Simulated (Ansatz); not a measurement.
BFH2O2Si. Total charge 0; spin multiplicity 1.

```xyz
7

F    -0.664   -2.380   -0.198
B    -0.313   -1.123   -0.094
O    -1.169   -0.047    0.107
Si    0.242    0.868    0.072
O     0.981   -0.624   -0.162
H     0.345    1.786   -1.079
H     0.577    1.519    1.354
```

**Question.** List the harmonic frequencies (cm⁻¹, unscaled) at PBE0-D4/def2-TZVP in Ansatz. (Best estimate.)

**Answer.** Ansatz gave: 182, 407, 580, 593, 654, 735, 740, 821, 857, 959, 998, 1264, 1541, 2277, 2288.

**Question.** Is this a minimum?

**Answer.** Yes, all 15 modes are real.

**Question.** Give the ideal-gas thermochemistry at 298.15 K and 1 bar (rigid rotor, harmonic oscillator; point group C2v, symmetry number 2).

**Answer.** Zero-point energy 89.1 kJ/mol; H(298) − E = 103.7 kJ/mol; entropy 290.0 J/(mol·K), of which translation 165.2, rotation 100.9, vibration 23.8; G(298) − E = 17.3 kJ/mol.

**Question.** And at 400, 500, 600, 800 and 1000 K?

**Answer.** 
```
T (K)  H − E (kJ/mol)  S (J/mol/K)  G − E (kJ/mol)
  400           112.3        314.7           -13.5
  500           122.2        336.8           -46.1
  600           133.3        356.8           -80.8
  800           157.7        391.8          -155.8
 1000           184.1        421.3          -237.2
```

**Question.** Rotational constants (cm⁻¹)?

**Answer.** 0.3896, 0.1138, 0.09097.
